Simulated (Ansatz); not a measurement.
Spin states of F3Re (SMILES [F][Re]([F])[F]), each relaxed with B3LYP-D3(BJ)/def2-TZVP.
State 1 (charge 0, multiplicity 3):
```json
[
 {"atom": "Re", "x (Å)": "-0.0142", "y (Å)": "0.0171", "z (Å)": "-0.0143"},
 {"atom": "F", "x (Å)": "-1.5484", "y (Å)": "-0.9781", "z (Å)": "-0.0204"},
 {"atom": "F", "x (Å)": "-0.0158", "y (Å)": "1.7041", "z (Å)": "-0.7209"},
 {"atom": "F", "x (Å)": "1.5204", "y (Å)": "-0.6760", "z (Å)": "0.6996"}
]
```
State 2 (charge 0, multiplicity 5):
```csv
atom,x (Å),y (Å),z (Å)
Re,0.1732,-0.0693,0.0737
F,-1.6182,-0.6131,-0.1921
F,-0.3668,1.5445,-0.7508
F,1.7539,-0.7951,0.8131
```

Singlets are restricted, other states unrestricted; no spin–orbit coupling, no relativity up to Kr; see below for the cores. The largest T1 diagnostic is 0.025.

Correlated levels freeze the inner cores; with def2 sets outer-core shells near the valence are correlated too. CBS(a, b) extrapolates the correlation energy as X⁻³ and adds the Hartree–Fock energy of set b.

Run with Ansatz (Gaussian orbitals). Values without a source in brackets are computed. In def2 rows elements past Kr take small-core potentials, without spin–orbit coupling.

Q: What energy of the multiplicity-5 state less that of the multiplicity-3 state does CCSD/def2-TZVPP give?

A: -0.03 eV

Q: Give the energy of the multiplicity-5 state less that of the multiplicity-3 state at the level CCSD(T)/CBS(def2-SVP, def2-TZVPP).

A: 0.13 eV

Q: What energy of the multiplicity-5 state less that of the multiplicity-3 state does CCSD/def2-SVP give?

A: -0.19 eV

Ansatz is a program for electronic structure.
